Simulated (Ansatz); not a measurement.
Reaction (ligand exchange at the Si–C bond): `N=C([SiH3])Cl` + `OC(S)S` → `OC(S)S[SiH3]` + `N=CCl`

Program: Ansatz. Geometries: PBE0-D4/def2-TZVP. ΔE: electronic, gas phase. CCSD(T)/CBS is the MP2 limit (def2-TZVPP, def2-QZVPP) plus CCSD(T) − MP2 in def2-TZVPP, frozen cores. This one scheme is used for every species. DFT in def2-TZVPP. B3LYP here is the variant with VWN-RPA as its local correlation; programs differ in this. One conformer a species, not always the lowest.

`N=C([SiH3])Cl`:

Z-matrix (Å, degrees):
```
Si
C 1 1.893
H 1 1.482 2 107.7
H 1 1.480 2 108.6 3 -120.8
H 1 1.482 2 107.8 3 118.4
Cl 2 1.786 1 112.7 3 -59.4
N 2 1.248 1 124.3 3 120.6
H 7 1.020 2 114.3 1 -180.0
```

`OC(S)S`:

Z-matrix (Å, degrees):
```
C
S 1 1.830
S 1 1.817 2 112.8
O 1 1.384 2 108.1 3 -128.6
H 1 1.090 2 109.5 3 116.2
H 2 1.341 1 96.8 3 -37.4
H 3 1.344 1 95.7 2 -42.4
H 4 0.964 1 108.7 2 66.4
```

`OC(S)S[SiH3]`:

```xyz
11

O     1.693    0.036    0.357
C     0.643   -0.846    0.181
S     0.960   -2.356    1.164
S    -0.991   -0.164    0.650
Si   -1.052    1.459   -0.746
H     1.708    0.307    1.283
H     0.627   -1.095   -0.879
H    -0.306   -2.801    1.179
H    -0.663    0.964   -2.091
H    -2.461    1.921   -0.744
H    -0.159    2.577   -0.354
```

`N=CCl`:

Z-matrix (Å, degrees):
```
C
N 1 1.247
Cl 1 1.729 2 121.0
H 1 1.091 2 128.0 3 180.0
H 2 1.019 1 110.5 3 -180.0
```

| level | ΔE (kJ/mol) | difference from CCSD(T)/CBS |
| --- | --- | --- |
| r2SCAN-D4 | -51.7 | 0.7 |
| PBE0-D4 | -55.7 | -3.3 |
| B3LYP-D4 | -49.8 | 2.6 |
| PBE | -49.1 | 3.3 |
| r2SCAN | -51.1 | 1.3 |
| PBE0 | -54.3 | -1.9 |
| B3LYP | -47.6 | 4.8 |
| HF/def2-TZVPP | -55.8 | -3.4 |
| MP2/def2-TZVPP | -55.2 | -2.8 |
| SCS-MP2/def2-TZVPP | -52.9 | -0.5 |
| CCSD(T)/def2-TZVPP | -51.0 | 1.4 |
| HF/def2-QZVPP | -55.8 | -3.4 |
| MP2/def2-QZVPP | -56.0 | -3.6 |
| HF/CBS(def2) | -55.8 | -3.4 |
| MP2/CBS(def2) | -56.6 | -4.2 |
| CCSD/CBS(def2) | -53.5 | -1.1 |
| CCSD(T)/CBS | -52.4 | 0 |

Largest T1 diagnostic among the species: 0.013.

From PBE to PBE0 (25 % exact exchange), in def2-TZVPP and without D4, ΔE moves by −5.2 kJ/mol.
